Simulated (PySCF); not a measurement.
# What a mistake does to a calculation on BH3O2Si

Calculated results; nothing here was measured. They come from PySCF 2.14.0, an open-source quantum chemistry program, on an isolated molecule that a program drew, which may never have been made. The molecule is BH3O2Si (charge 0, singlet), drawn as the SMILES string `OB[Si]O`.

Each row is a Hartree-Fock (HF) and frozen-core CCSD(T) single point in the cc-pV(D+d)Z basis, meant for a local HF minimum. Run 1 is clean. Each other run has one planted mistake out of seven kinds, and not every kind appears here: one electron removed, one electron added, multiplicity raised by two, geometry at a saddle point, minimal basis STO-3G, one bond length entered in bohr, all coordinates scaled. The reference is restricted for singlets and unrestricted otherwise, and also for a bond in bohr. Adding or removing an electron swaps singlet and doublet. Electrons count all cores. HOMO and LUMO are orbital energies over both spins, the gradient is its largest component, and the lowest frequency (negative if imaginary) is given only where the gradient is small. Bond lengths are over the 6 bonds as drawn. T1 is the CCSD diagnostic: over 0.02 (restricted) or 0.045 (unrestricted) a single reference is doubtful.

Geometry of the clean run:
```xyz
7
BH3O2Si, angstrom
O    -2.2849   -1.7573    0.7269
B    -2.2678   -0.4684    0.3281
Si   -3.6571    0.3309   -1.0658
O    -3.1039    1.8919   -1.1121
H    -2.9670   -2.2845    0.3370
H    -1.3905    0.1989    0.8329
H    -2.3600    2.1513   -0.5856
```

| run | electrons | basis functions | <S^2> | HOMO (eV) | LUMO (eV) | gradient (hartree/bohr) | lowest frequency (cm^-1) | mean bond (Å) | longest bond (Å) | T1 | HF (hartree) | CCSD(T) (hartree) | mistake |
|---|---|---|---|---|---|---|---|---|---|---|---|---|---|
| 1 | 38 | 80 | 0.000 | -8.15 | 0.73 | 1.7e-05 | 46 | 1.3727 | 2.124 | 0.0188 | -465.11998 | -465.70713 | no fault |
| 2 | 38 | 80 | 0.966 | -7.14 | 1.20 | 1.2e-02 | - | 1.6877 | 4.014 | 0.0226 | -465.05598 | -465.61578 | one bond length entered in bohr |
| 3 | 38 | 80 | 2.016 | -7.22 | 0.47 | 3.0e-02 | - | 1.3727 | 2.124 | 0.0284 | -465.09371 | -465.66273 | multiplicity raised by two |
| 4 | 38 | 80 | 0.000 | -7.68 | 1.12 | 1.0e-01 | - | 1.2492 | 1.933 | 0.0153 | -465.05000 | -465.62186 | all coordinates scaled |
| 5 | 39 | 80 | 0.763 | -0.44 | 7.68 | 5.1e-02 | - | 1.3727 | 2.124 | 0.0197 | -465.11395 | -465.70651 | ? |
| 6 | 37 | 80 | 0.783 | -16.70 | -6.32 | 5.9e-02 | - | 1.3727 | 2.124 | 0.0264 | -464.85487 | -465.42019 | ? |

**Which mistake was planted in run 5, and what did it cost?**

It counts 39 electrons, one more than the clean run, at the same geometry and basis. So the mistake is: one electron added. Subtracting run 1 and multiplying by 627.51 kcal/mol a hartree, the energy moved by 3.8 kcal/mol in HF and 0.4 kcal/mol in CCSD(T).

**Which mistake was planted in run 6, and what did it cost?**

It counts 37 electrons, one fewer than the clean run, at the same geometry and basis. So the mistake is: one electron removed. Subtracting run 1 and multiplying by 627.51 kcal/mol a hartree, the energy moved by 166.4 kcal/mol in HF and 180.1 kcal/mol in CCSD(T).

Cautions from the logs. Run 5: the added electron raises the CCSD(T) energy, so it isn't bound in this basis.
